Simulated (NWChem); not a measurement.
Molecule: 1,1-difluoroethane (C$_{2}$H$_{4}$F$_{2}$); SMILES FC(C)F

Program: NWChem. All runs use the structure optimised with PBE0/def2-SVP. Level: M05-2X/def2-SVP with COSMO at NWChem's default radii, gas-phase geometry; rows give the dielectric constant.

```
dielectric constant  electrostatic solvation energy (kcal/mol)  dipole in solution (D)
-------------------  -----------------------------------------  ----------------------
1.5                                                       -1.1                    2.35
3.9                                                       -2.6                    2.52
20.7                                                      -3.4                    2.62
37.5                                                      -3.5                    2.63
46.7                                                      -3.5                    2.63
```
